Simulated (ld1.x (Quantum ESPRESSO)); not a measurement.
## How hard is this C RRKJ potential?

carbon, norm-conserving RRKJ (Kleinman–Bylander form), made with ld1.x (Quantum ESPRESSO) 7.5 (PBE, scalar-relativistic). Core [He], reference 2s2 2p2. Waves: 2s (bound): rc 0.95 bohr; 3d channel at -0.2 Ry: rc 3.15 bohr; 2p (bound): rc 2.90 bohr. Local part: the p channel. Core correction: none. rho0 = 0.005.

The pseudo-atom Hamiltonian at the reference potential is diagonalised in spherical Bessel functions j_l(qr) that vanish at 20 bohr, with q² up to the cutoff. All-electron valence levels (Ry): 2s -1.0107, 2p -0.3885.

Q: How do the lowest levels (Ry) of each channel move with the cutoff, and are there ghosts?

A:

```json
{"cutoff (Ry)": "8", "s #1": "-0.8779", "s #2": "-0.0078", "d #1": "0.0727", "d #2": "0.1711", "p #1": "-0.2731", "f #1": "0.1172", "f #2": "0.2522", "Σ f·Δε (mRy)": "496.4"}
{"cutoff (Ry)": "18", "s #1": "-0.9343", "s #2": "-0.0092", "d #1": "0.0727", "d #2": "0.1711", "p #1": "-0.3877", "f #1": "0.1172", "f #2": "0.2522", "Σ f·Δε (mRy)": "154.3"}
{"cutoff (Ry)": "40", "s #1": "-0.9969", "s #2": "-0.0115", "d #1": "0.0727", "d #2": "0.1711", "p #1": "-0.3885", "f #1": "0.1172", "f #2": "0.2522", "Σ f·Δε (mRy)": "27.7"}
{"cutoff (Ry)": "60", "s #1": "-1.0056", "s #2": "-0.0118", "d #1": "0.0727", "d #2": "0.1711", "p #1": "-0.3885", "f #1": "0.1172", "f #2": "0.2522", "Σ f·Δε (mRy)": "10.3"}
{"cutoff (Ry)": "110", "s #1": "-1.0097", "s #2": "-0.0119", "d #1": "0.0727", "d #2": "0.1711", "p #1": "-0.3885", "f #1": "0.1172", "f #2": "0.2522", "Σ f·Δε (mRy)": "2.0"}
{"cutoff (Ry)": "180", "s #1": "-1.0107", "s #2": "-0.0119", "d #1": "0.0727", "d #2": "0.1711", "p #1": "-0.3885", "f #1": "0.1172", "f #2": "0.2522", "Σ f·Δε (mRy)": "0.0"}
{"cutoff (Ry)": "400", "s #1": "-1.0107", "s #2": "-0.0119", "d #1": "0.0727", "d #2": "0.1711", "p #1": "-0.3885", "f #1": "0.1172", "f #2": "0.2522", "Σ f·Δε (mRy)": "0.0"}
```

Result: no extra level below or beside the all-electron valence levels (s, d, p, f tested); 10 mRy is reached at 70 Ry and 1 mRy at 140 Ry.

Its largest configuration-test error is +1884 meV.
